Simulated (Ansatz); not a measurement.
Reactions of C$_{2}$H$_{8}$InNS, SMILES `C[N](C)[InH][SH]`.

Isolated molecules relaxed with PBE0-D4/def2-TZVP in Ansatz; ΔE leaves out vibrations. CCSD(T)/CBS is the MP2 limit (def2-TZVPP, def2-QZVPP) plus CCSD(T) − MP2 in def2-TZVPP, frozen cores. This one scheme is used for every species, atoms too. No spin–orbit coupling; open shells (•) take unrestricted orbitals. Spin–orbit coupling would lower the free atoms: a little for C, S; strongly for In. def2 core potentials past Kr. Bonds to In are less sure, by a few kJ/mol each and by 10 to 20 or more in all where they break to atoms, as the def2 sets lack core-valence functions. One conformer a species, not always the lowest.

**Question.** Order these by ΔE at CCSD(T)/CBS, lowest first. (Estimate.)
A. `C[N](C)[InH][SH]` + H₂ → `[SH][InH2]` + `CNC`
B. `C[N](C)[InH][SH]` + H₂ → `C[N](C)[InH2]` + H₂S
C. `C[N](C)[InH][SH]` → 2 C• + 8 H• + In• + N• + S•
D. `C[N](C)[InH][SH]` → `[SH][InH2]` + `C=NC`
E. `C[N](C)[InH][SH]` + H₂O → `[OH][InH][SH]` + `CNC`
F. `C[N](C)[InH][SH]` + H₂S → `[SH][InH][SH]` + `CNC`
G. `C[N](C)[InH][SH]` + H–F → `[F][InH][SH]` + `CNC`
H. `C[N](C)[InH][SH]` + CH₄ → `[CH3][InH][SH]` + `CNC`

**Answer.** F (-77.8 kJ/mol), G (-49.1 kJ/mol), E (-15.6 kJ/mol), A (+0.4 kJ/mol), H (+37.7 kJ/mol), B (+75.9 kJ/mol), D (+129.2 kJ/mol), C (+4315.7 kJ/mol).

Largest T1 diagnostic: 0.017, for `C[N](C)[InH2]`.
